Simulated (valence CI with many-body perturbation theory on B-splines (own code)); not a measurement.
## Energy levels of Hg73+

Computed by relativistic CI+MBPT: five valence electrons over a frozen Dirac-Fock core [He], a basis of 9 s, 9 p, 8 d, 6 f, 3 g, 1 h functions for each j, with the one-electron correlation potential Σ1, the two-electron term Σ2, the three-electron term Σ3, Breit, model QED; selected CI, second order for the rest (own B-spline code, finite nucleus).

The last digits are not significant, and no measured levels were compared; by estimate large intervals hold to a few tenths of a per cent, small ones and those within an open d or f shell to about a per cent. Among the levels kept, up to 1200 cm⁻¹ of a level comes from second order outside the variational space, and about a tenth of that is noise between levels of different J, which matters for small intervals.

Levels 46 to 75 of 75, with energies above the lowest level, (2s^2 2p1/2^2 2p3/2) J=3/2. "Leading %" is the weight of the configuration and term that name the level; weights of strongly mixed levels are sums over their largest components and can fall short. In the jj column 3d3/2^4 stands for four electrons in 3d with j = 3/2. Lifetimes count E1, E2, E3, M1 and M2 decay at the calculated energies, and are blank where another channel may lead or the interval is too uncertain; long ones can be off by a factor of two.

```tsv
No.	Configuration	Term	J	E (eV)	Leading %	g	Lifetime	Second component	Leading jj
46	2s²2p²3d	⁴D	1/2	13156	78	0.254	2.57 fs	15 % 2s²2p²3d ²P	2s^2 2p1/2 2p3/2 3d3/2 (100 %)
47	2s²2p²3d	²G	7/2	13166	56	0.989	16.4 fs	25 % 2s²2p²3d ²F	2s^2 2p1/2 2p3/2 3d3/2 (99 %)
48	2s²2p²3d	²D	5/2	13183	37	1.110	383 as	32 % 2s²2p²3d ²F	2s^2 2p1/2 2p3/2 3d3/2 (99 %)
49	2s²2p²3d	²D	3/2	13189	47	1.093	372 as	18 % 2s²2p²3d ²P	2s^2 2p1/2 2p3/2 3d3/2 (99 %)
50	2s²2p²3d	²P	1/2	13200	39	1.569	352 as	31 % 2s²2p²3d ⁴P	2s^2 2p1/2 2p3/2 3d3/2 (99 %)
51	2s²2p²3d	⁴D	7/2	13291	46	1.292	23.3 fs	38 % 2s²2p²3d ⁴F	2s^2 2p1/2 2p3/2 3d5/2 (98 %)
52	2s²2p²3d	²G	9/2	13311	65	1.158	3.27 ps	35 % 2s²2p²3d ⁴F	2s^2 2p1/2 2p3/2 3d5/2 (100 %)
53	2s²2p²3d	²P	3/2	13312	41	1.310	647 as	24 % 2s²2p²3d ⁴P	2s^2 2p1/2 2p3/2 3d5/2 (99 %)
54	2s²2p²3d	²F	5/2	13314	44	1.126	505 as	20 % 2s²2p²3d ⁴P	2s^2 2p1/2 2p3/2 3d5/2 (99 %)
55	2s²2p²3d	²D	5/2	13331	57	1.249	343 as	28 % 2s²2p²3d ⁴P	2s^2 2p1/2 2p3/2 3d5/2 (98 %)
56	2s²2p²3d	²F	7/2	13339	70	1.121	307 as	13 % 2s²2p²3d ⁴F	2s^2 2p1/2 2p3/2 3d5/2 (98 %)
57	2s²2p²3d	²D	3/2	13348	57	0.957	456 as	28 % 2s²2p²3d ²P	2s^2 2p1/2 2p3/2 3d5/2 (99 %)
58	2s²2p²3d	²P	1/2	13353	56	1.235	437 as	38 % 2s²2p²3d ²S	2s^2 2p1/2 2p3/2 3d5/2 (99 %)
59	2s2p³3p	⁴D	7/2	13386	49	1.405	34.9 fs	25 % 2s2p³3p ⁶P	2s 2p1/2^2 2p3/2 3p3/2 (97 %)
60	2s2p³3p	²P	3/2	13397	31	1.481	2.27 fs	28 % 2s2p³3p ⁴P	2s 2p1/2^2 2p3/2 3p3/2 (98 %)
61	2s2p³3p	⁴P	5/2	13417	38	1.391	2.43 fs	21 % 2s2p³3p ²D	2s 2p1/2^2 2p3/2 3p3/2 (98 %)
62	2s2p³3p	²P	1/2	13422	41	1.374	1.46 fs	23 % 2s2p³3p ⁴P	2s 2p1/2^2 2p3/2 3p3/2 (100 %)
63	2s2p³3p	²D	5/2	13491	33	1.253	2.89 fs	21 % 2s2p³3p ⁴P	2s 2p1/2^2 2p3/2 3p3/2 (99 %)
64	2s2p³3d	⁴D°	5/2	13496	30	1.223	4.49 fs	17 % 2s2p³3d ⁶D°	2s 2p1/2^2 2p3/2 3d3/2 (100 %)
65	2s2p³3d	⁴D°	3/2	13503	30	1.320	2.15 fs	22 % 2s2p³3d ⁶D°	2s 2p1/2^2 2p3/2 3d3/2 (100 %)
66	2s2p³3d	²F°	7/2	13506	26	1.199	18.3 fs	22 % 2s2p³3d ⁴F°	2s 2p1/2^2 2p3/2 3d3/2 (98 %)
67	2s2p³3d	⁴P°	1/2	13509	47	2.181	4.79 fs	25 % 2s2p³3d ⁶D°	2s 2p1/2^2 2p3/2 3d3/2 (100 %)
68	2s2p³3p	²P	3/2	13512	37	1.219	3.32 fs	13 % 2s2p³3p ⁴D	2s 2p1/2^2 2p3/2 3p3/2 (99 %)
69	2s2p³3p	⁴P	1/2	13517	38	1.733	18.9 fs	26 % 2s2p³3p ²P	2s 2p1/2^2 2p3/2 3p3/2 (99 %)
70	2s2p³3d	²D°	3/2	13595	38	0.901	3.93 fs	24 % 2s2p³3d ⁴F°	2s 2p1/2^2 2p3/2 3d3/2 (95 %)
71	2s2p³3d	²F°	5/2	13600	37	0.917	7.41 fs	21 % 2s2p³3d ⁴G°	2s 2p1/2^2 2p3/2 3d3/2 (100 %)
72	2s2p³3d	⁴D°	1/2	13611	46	0.597	2.20 fs	31 % 2s2p³3d ²P°	2s 2p1/2^2 2p3/2 3d3/2 (99 %)
73	2s2p³3d	⁴F°	9/2	13637	52	1.314	3.32 ps	25 % 2s2p³3d ⁶D°	2s 2p1/2^2 2p3/2 3d5/2 (100 %)
74	2s2p³3d	⁴D°	5/2	13665	30	1.314	565 as	19 % 2s2p³3d ²D°	2s 2p1/2^2 2p3/2 3d5/2 (100 %)
75	2s2p³3d	⁴D°	7/2	13671	41	1.280	360 as	20 % 2s2p³3d ²F°	2s 2p1/2^2 2p3/2 3d5/2 (98 %)
```
